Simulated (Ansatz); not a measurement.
Compare A (`C=C[SiH2][SiH2]O`) with its isomer B (`[SiH3]C[SiH]1CO1`).

Isolated molecules relaxed with PBE0-D4/def2-TZVP in Ansatz; ΔE leaves out vibrations. CCSD(T)/CBS is the MP2 limit (def2-TZVPP, def2-QZVPP) plus CCSD(T) − MP2 in def2-TZVPP, frozen cores. DFT in def2-TZVPP. B3LYP here is the variant with VWN-RPA as its local correlation; programs differ in this. Each species was taken in one conformer, which may not be the lowest.

Task: Which isomer does CCSD(T)/CBS put lower? Give the gap. (Estimate.)

Result: The calculation gave: A, by 16.6 kcal/mol.

Task: Give E(B) − E(A) in kcal/mol with PBE0-D4, B3LYP, CCSD/def2-TZVPP, B3LYP-D4, ωB97M-V, B2PLYP, HF/def2-TZVPP. (Best estimate.)

Result: Computed: PBE0-D4 14.0, B3LYP 17.7, CCSD/def2-TZVPP 16.9, B3LYP-D4 17.5, ωB97M-V 13.2, B2PLYP 16.4, HF/def2-TZVPP 22.8. None reverses the order clearly.

Largest T1 diagnostic: 0.013.

In def2-TZVPP, CCSD(T) changes the Hartree–Fock value by −6.6 kcal/mol (the triples alone add −0.7 kcal/mol) and MP2 by −9.2 kcal/mol.
